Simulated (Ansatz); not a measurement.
# Molecular dynamics of C$_{2}$H$_{5}$BSi

input.yaml

```yaml
crystal:
  periodic: [false, false, false]
  atoms:
    - { symbol: Si, position_ang: [-0.341281, 1.480155, -0.69144] }
    - { symbol: B, position_ang: [0.090697, -0.277685, 0.13745] }
    - { symbol: C, position_ang: [0.555476, -1.684346, 0.084751] }
    - { symbol: C, position_ang: [0.151187, -1.217755, 1.2821] }
    - { symbol: H, position_ang: [0.511791, 1.770457, -1.886189] }
    - { symbol: H, position_ang: [-0.187094, 2.614305, 0.272661] }
    - { symbol: H, position_ang: [-1.769291, 1.46016, -1.145805] }
    - { symbol: H, position_ang: [0.947795, -2.596079, -0.369956] }
    - { symbol: H, position_ang: [0.04072, -1.549222, 2.316438] }
basis:
  gaussian: { orbitals: def2-SVP }
hamiltonian:
  xc: pbe0
  dispersion: d4
md:
  timestep: 0.5
  n_steps: 300
  ensemble: nve
  temperature: 400.0
  initial_velocities: maxwell_boltzmann
  seed: 564121
scf:
  lower_state_search: "off"
```

Launched with:

```bash
$ ansatz run input.yaml --threads 1 --pin off --max-ram 2048MiB --backend cpu --events-out ev --progress --plain --runs-dir out
```

It starts from a relaxed structure.

Output, in part (step lines, the closing report, with atoms numbered from 0):

```
md step     0: t =     0.00 fs  T =   400.0 K  F+E_penalty+E_count = -10696.05161247 eV  E_kin = 0.361928 eV  conserved = -10695.68968448 eV  (14 SCF iters)
[... lines left out ...]
Total energy: -10695.97934639 eV, -393.0699909845 hartree
Atom 0 at    -0.346163     1.494678    -0.690470 Å, force    -0.464746    -0.306924     0.506182 eV/Å
Atom 1 at     0.070154    -0.297254     0.109398 Å, force     0.149331    -0.025870     0.784762 eV/Å
Atom 2 at     0.452243    -1.726470     0.075038 Å, force    -0.245860     0.809337     0.929796 eV/Å
Atom 3 at     0.282138    -1.182795     1.312282 Å, force    -0.195281     0.238438    -2.063986 eV/Å
Atom 4 at     0.864819     1.959681    -1.404331 Å, force     0.188534     0.281528    -0.086805 eV/Å
Atom 5 at    -0.841050     2.508085     0.343966 Å, force     0.310800    -0.320582    -0.432183 eV/Å
Atom 6 at    -1.438106     1.295670    -1.692944 Å, force    -0.025722     0.120651    -0.068702 eV/Å
Atom 7 at     0.691386    -2.674134    -0.364608 Å, force     0.192529    -0.658277    -0.357191 eV/Å
Atom 8 at     0.292932    -1.499109     2.334978 Å, force     0.090416    -0.138300     0.788128 eV/Å
Dipole moment:     0.085413    -0.310664     0.155411 e Å
```

The steps, from the saved trajectory:

```
time (fs)  T (K)  potential energy less start (eV)  conserved less start (meV/atom)
      0.0    400                             0.000                             0.00
      5.0    214                             0.169                             0.11
     10.0    117                             0.257                             0.12
     15.0    276                             0.113                             0.05
     20.0    237                             0.148                             0.11
     25.0    145                             0.232                             0.15
     30.0    213                             0.170                             0.06
     35.0    235                             0.151                             0.16
     40.0    252                             0.135                             0.15
     45.0    198                             0.184                             0.11
     50.0    125                             0.250                             0.18
     55.0    196                             0.187                             0.19
     60.0    259                             0.129                             0.11
     65.0     99                             0.275                             0.23
     70.0    159                             0.220                             0.21
     75.0    301                             0.090                             0.13
     80.0    160                             0.219                             0.25
     85.0    109                             0.265                             0.22
     90.0    229                             0.156                             0.16
     95.0    150                             0.228                             0.24
    100.0    137                             0.240                             0.23
    105.0    180                             0.200                             0.16
    110.0    185                             0.197                             0.25
    115.0    240                             0.146                             0.19
    120.0    194                             0.188                             0.15
    125.0    108                             0.266                             0.23
    130.0    201                             0.182                             0.17
    135.0    227                             0.157                             0.13
    140.0    118                             0.257                             0.21
    145.0    199                             0.183                             0.16
    150.0    321                             0.072                             0.08
```

The run went to its last step. The conserved energy stayed within 0.29 meV per atom of its start (net change 0.081 meV per atom), so the integration is sound. The temperature averaged 0.51 of the 400 K drawn at the start: a run that starts near a minimum puts about half its kinetic energy into the potential. A run of 0.15 ps of so small a system gives no equilibrium averages.

The same pairs are bonded in the first frame and the last. Pairs count as bonded within 1.25 times the sum of covalent radii (0.12 Å more for H–H).

Last frame:

```xyz
9
Properties=species:S:1:pos:R:3
Si -0.346 1.495 -0.691
B 0.070 -0.297 0.109
C 0.452 -1.726 0.075
C 0.282 -1.183 1.312
H 0.865 1.960 -1.404
H -0.841 2.508 0.344
H -1.438 1.296 -1.693
H 0.691 -2.674 -0.365
H 0.293 -1.499 2.335
```

The run took 13 min on 1 thread of Intel(R) Xeon(R) Platinum 8259CL CPU @ 2.50GHz (Skylake/Cascade Lake), on a shared host, peak memory 0.18 GiB.
